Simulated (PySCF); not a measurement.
# YH3: fields on a plane

Method: PySCF, PBE0, basis Y def2-TZVP with ECP28, H def2-TZVP (scalar-relativistic core potentials, no spin–orbit coupling, density fitting).

The singlet minimum has Y–H 1.977 Å (×3); H–Y–H 116.6° (×3).

The plane holds Y1 at (0.00, 0.00), H2 at (1.98, 0.00), H3 at (-0.89, 1.77) Å. Columns run from x = -2.85 to 4.35 Å, rows from y = 4.05 (top) to -1.95 Å, in steps of 0.3 Å. Other isomers or separated fragments may lie lower. Core electrons replaced by a potential are absent, the electrostatic potential uses the reduced nuclear charge, and values within about 0.7 Å of such atoms have no physical meaning.

Task: Give the electrostatic potential (V) (cut at 20 V). Lower edges of the bins (V): '0' -1.31, '1' -1.18, '2' -0.98, '3' -0.67, '4' -0.17, '5' 0.63, '6' 1.89, '7' 3.88, '8' 7.04, '9' 12.06; top 20.0.

Result: 
```
3333333333333333444444444
3332222223333333444444444
3322211122233334444444444
3221100011233344444333333
3221000001233444443333333
3210023321234444433333333
3210257753344444433333333
3211379975455554433333333
3222479986666654332223333
3333468877777654322222333
4444467889998765321012233
4445678999999865432001223
4456679999999877874101223
4556789999999979996200123
4556789999999979996200123
4556779999999877874101223
4455678999999865442001223
4445567899998765321112233
4444556778887664322222333
4444445566776654433333333
4433344455666554433333333
```

Task: Give the electron density (e/Å³) (cut at 5 e/Å³). Lower edges of the bins (e/Å³): '0' 0.000, '1' 0.022, '2' 0.057, '3' 0.113, '4' 0.201, '5' 0.341, '6' 0.562, '7' 0.914, '8' 1.470, '9' 2.352; top 3.75.

Result: 
```
0000000000000000000000000
0000000000000000000000000
0000000000000000000000000
0000000000000000000000000
0000011111000000000000000
0000123322100000000000000
0001235543210000000000000
0001357754210000000000000
0012357864311000000000000
0001356654321111110000000
0001235555542222221000000
0001234578875334432100000
0000124799997555553210000
0000125894498557864210000
0000125894498557864210000
0000124799997555553210000
0000123578875334432100000
0001123345543222221000000
0001123333221111110000000
0000122222110000000000000
0000112221100000000000000
```
